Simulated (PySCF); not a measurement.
**Atomic charges against the basis set**

Species: C₃H₁₀BN.
Bonds: C1–N2, N2–B3, B3–C4, B3–C5. Hydrogens: H6, H7, H8 on C1; H9 on N2; H10, H11, H12 on C4; H13, H14, H15 on C5.

PBE0 throughout (PySCF), one geometry, spherical d and f functions. Geometry: PBE0-D3(BJ)/def2-SVP; no solvent, vibrations or thermal averaging. Atoms taken as equivalent share a column and are averaged.

Mulliken charges (e):

```csv
basis,functions,C1,N2,B3,C4/C5,H6/H7/H8,H9,H10 (×6)
STO-3G,35,-0.149,-0.371,+0.326,-0.335,+0.089,+0.202,+0.066
6-31G,65,-0.324,-0.713,+0.697,-0.722,+0.172,+0.318,+0.158
pcSseg-0,65,-0.425,-0.835,+1.007,-1.042,+0.229,+0.322,+0.221
6-31G*,90,-0.382,-0.565,+0.489,-0.710,+0.178,+0.330,+0.169
cc-pVDZ,120,-0.006,-0.074,-0.085,-0.150,+0.046,+0.088,+0.040
def2-SVP,120,+0.036,-0.167,-0.096,-0.160,+0.042,+0.137,+0.047
pcSseg-1,135,-0.110,-0.517,+0.441,-0.537,+0.114,+0.193,+0.121
"6-311+G(2d,p)",195,-0.431,-0.400,+0.713,-0.729,+0.146,+0.228,+0.151
aug-cc-pVDZ,205,+0.854,-0.215,+0.622,+0.579,-0.209,-0.166,-0.271
def2-TZVP,215,-0.281,-0.282,+0.180,-0.493,+0.129,+0.211,+0.128
IGLO-III,275,-0.318,-0.324,+0.549,-0.574,+0.119,+0.186,+0.117
cc-pVTZ,290,-0.212,-0.115,+0.100,-0.383,+0.096,+0.139,+0.094
pcSseg-2,320,+0.133,-0.494,+0.338,-0.194,+0.029,+0.131,+0.032
```

IAO charges (e):

```
        basis  functions      C1      N2      B3   C4/C5  H6/H7/H8      H9  H10 (×6)
       STO-3G         35  -0.308  -0.307  +0.246  -0.519    +0.137  +0.217    +0.130
        6-31G         65  -0.323  -0.365  +0.271  -0.580    +0.146  +0.258    +0.147
     pcSseg-0         65  -0.308  -0.346  +0.248  -0.569    +0.142  +0.252    +0.145
       6-31G*         90  -0.295  -0.370  +0.279  -0.563    +0.137  +0.253    +0.141
      cc-pVDZ        120  -0.293  -0.362  +0.266  -0.563    +0.137  +0.255    +0.141
     def2-SVP        120  -0.284  -0.356  +0.261  -0.553    +0.134  +0.252    +0.139
     pcSseg-1        135  -0.293  -0.369  +0.270  -0.566    +0.138  +0.255    +0.142
6-311+G(2d,p)        195  -0.305  -0.383  +0.276  -0.582    +0.143  +0.263    +0.147
  aug-cc-pVDZ        205  -0.304  -0.379  +0.273  -0.579    +0.142  +0.263    +0.147
    def2-TZVP        215  -0.304  -0.382  +0.278  -0.582    +0.142  +0.262    +0.147
     IGLO-III        275  -0.306  -0.384  +0.278  -0.583    +0.143  +0.264    +0.148
      cc-pVTZ        290  -0.305  -0.381  +0.277  -0.583    +0.142  +0.263    +0.148
     pcSseg-2        320  -0.304  -0.384  +0.279  -0.583    +0.142  +0.263    +0.147
```

Hirshfeld charges (e):

```
        basis  functions      C1      N2      B3   C4/C5  H6/H7/H8      H9  H10 (×6)
       STO-3G         35  +0.027  -0.157  +0.137  -0.116    +0.020  +0.107    +0.009
        6-31G         65  -0.045  -0.166  +0.146  -0.179    +0.039  +0.119    +0.031
     pcSseg-0         65  -0.048  -0.154  +0.149  -0.187    +0.039  +0.118    +0.032
       6-31G*         90  -0.047  -0.166  +0.143  -0.178    +0.038  +0.121    +0.032
      cc-pVDZ        120  -0.056  -0.157  +0.152  -0.193    +0.040  +0.122    +0.034
     def2-SVP        120  -0.058  -0.161  +0.157  -0.198    +0.041  +0.123    +0.035
     pcSseg-1        135  -0.059  -0.170  +0.168  -0.199    +0.043  +0.121    +0.035
6-311+G(2d,p)        195  -0.061  -0.181  +0.164  -0.195    +0.043  +0.122    +0.036
  aug-cc-pVDZ        205  -0.068  -0.178  +0.168  -0.203    +0.045  +0.122    +0.038
    def2-TZVP        215  -0.064  -0.177  +0.166  -0.199    +0.043  +0.123    +0.037
     IGLO-III        275  -0.068  -0.179  +0.169  -0.202    +0.045  +0.122    +0.038
      cc-pVTZ        290  -0.065  -0.173  +0.166  -0.200    +0.043  +0.123    +0.037
     pcSseg-2        320  -0.069  -0.179  +0.170  -0.204    +0.045  +0.123    +0.038
```

ESP-fitted charges (e):

```
        basis  functions      C1      N2      B3   C4/C5  H6/H7/H8      H9  H10 (×6)
       STO-3G         35  -0.276  -0.301  +0.451  -0.627    +0.106  +0.237    +0.138
        6-31G         65  -0.107  -0.577  +0.592  -0.705    +0.078  +0.330    +0.156
     pcSseg-0         65  -0.212  -0.589  +0.755  -0.887    +0.111  +0.332    +0.192
       6-31G*         90  -0.148  -0.553  +0.635  -0.753    +0.085  +0.323    +0.166
      cc-pVDZ        120  -0.145  -0.479  +0.543  -0.673    +0.081  +0.296    +0.148
     def2-SVP        120  -0.115  -0.489  +0.540  -0.671    +0.074  +0.297    +0.148
     pcSseg-1        135  -0.102  -0.599  +0.709  -0.794    +0.078  +0.323    +0.171
6-311+G(2d,p)        195  -0.178  -0.571  +0.725  -0.844    +0.093  +0.323    +0.185
  aug-cc-pVDZ        205  -0.164  -0.550  +0.719  -0.828    +0.087  +0.309    +0.180
    def2-TZVP        215  -0.180  -0.558  +0.720  -0.837    +0.092  +0.319    +0.183
     IGLO-III        275  -0.151  -0.559  +0.709  -0.815    +0.084  +0.312    +0.178
      cc-pVTZ        290  -0.178  -0.535  +0.689  -0.803    +0.091  +0.309    +0.175
     pcSseg-2        320  -0.166  -0.564  +0.728  -0.833    +0.088  +0.315    +0.181
```

Some averages cover members that differ in this geometry, most widely: H10 (×6), Mulliken in aug-cc-pVDZ -0.459 to -0.142; C4/C5, ESP-fitted in aug-cc-pVDZ -0.972 to -0.683; C4/C5, ESP-fitted in IGLO-III -0.957 to -0.673; C4/C5, ESP-fitted in 6-311+G(2d,p) -0.985 to -0.703 e.

Problem. Which scheme is steadiest as the basis changes?

Solution. Largest range over the bases for any column: IAO 0.08 e, Hirshfeld 0.10 e, ESP-fitted 0.30 e, Mulliken 1.62 e. IAO charges move least and Mulliken charges most, counted in e. Without the minimal STO-3G basis the ranges are IAO 0.04, Hirshfeld 0.03, ESP-fitted 0.22, Mulliken 1.62 e.

Problem. How much do the charges still move between the two largest bases, cc-pVTZ and pcSseg-2?

Solution. At most, over all atoms: Mulliken 0.379 e, IAO 0.003 e, Hirshfeld 0.006 e, ESP-fitted 0.039 e.

Problem. What do the same runs give for the total energy, the frontier levels and the dipole moment?

Solution. 
```
        basis  energy (Eh)  HOMO (eV)  LUMO (eV)  μ (D)
       STO-3G    -197.3356      -5.32       4.45   1.64
        6-31G    -199.6978      -7.03       1.66   1.43
     pcSseg-0    -199.3072      -7.29       1.46   1.68
       6-31G*    -199.7382      -7.05       1.58   1.39
      cc-pVDZ    -199.7549      -7.15       1.39   1.42
     def2-SVP    -199.6052      -7.22       1.36   1.44
     pcSseg-1    -199.7232      -7.32       1.23   1.49
6-311+G(2d,p)    -199.8055      -7.32       0.08   1.33
  aug-cc-pVDZ    -199.7681      -7.30      -0.14   1.32
    def2-TZVP    -199.8191      -7.31       0.87   1.34
     IGLO-III    -199.8276      -7.31       0.56   1.32
      cc-pVTZ    -199.8171      -7.29       1.10   1.36
     pcSseg-2    -199.8229      -7.33       0.50   1.33
```

The dipole is fixed by the density alone, so its range of 0.36 D shows that the density itself changes with the basis, not only its division among atoms.
